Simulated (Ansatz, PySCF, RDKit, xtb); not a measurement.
Pair of molecules: dimethyl selenide (SMILES C[Se]C) (first 9 atoms) with NH3 (SMILES N); geometry from B3LYP-D3(BJ)/def2-TZVP, rigid monomers moved along the line of their centres of mass till H8···N10 is 3.51 Å.
(charge 0, multiplicity 1):
| atom | x (Å) | y (Å) | z (Å) |
|---|---|---|---|
| C | -0.7987 | 0.0632 | -1.8323 |
| Se | -0.6052 | 0.3573 | 0.0973 |
| C | 1.3183 | 0.7299 | 0.1027 |
| H | -0.1782 | -0.7731 | -2.1477 |
| H | -1.8452 | -0.1698 | -2.0179 |
| H | -0.5251 | 0.9642 | -2.3773 |
| H | 1.8596 | -0.1130 | -0.3225 |
| H | 1.5866 | 0.8564 | 1.1492 |
| H | 1.5251 | 1.6379 | -0.4597 |
| N | 0.6109 | 0.0864 | 4.4367 |
| H | 1.0063 | -0.2840 | 5.2933 |
| H | -0.1348 | 0.7225 | 4.6958 |
| H | 0.1820 | -0.6852 | 3.9368 |

Monomers are frozen at their geometry in the pair; levels with a basis set take the counterpoise correction. RDKit's UFF carries no charges.

Cores are frozen in the correlated methods. Filled d and f shells under p-block atoms count as core.

Programs: Ansatz (Gaussian orbitals); PySCF for the dispersion terms; RDKit for the force fields; xtb for the GFN methods. Each number belongs to the level named beside it.

```csv
level,interaction energy (kcal/mol)
UFF,-0.46
GFN-FF,-0.91
HF/aug-cc-pVDZ,-0.91
PBE-D3(BJ)/def2-TZVPPD,-1.53
r2SCAN/def2-TZVPPD,-1.11
B3LYP/def2-TZVPPD,-0.74
wB97X-V/def2-TZVPPD,-1.37
SCS-MP2/aug-cc-pVDZ,___
CCSD(T)/aug-cc-pVDZ,___
```

Fill in the missing entries.


- SCS-MP2/aug-cc-pVDZ, interaction energy (kcal/mol): -1.21
- CCSD(T)/aug-cc-pVDZ, interaction energy (kcal/mol): -1.32

Ansatz is a quantum-chemistry and plane-wave program.
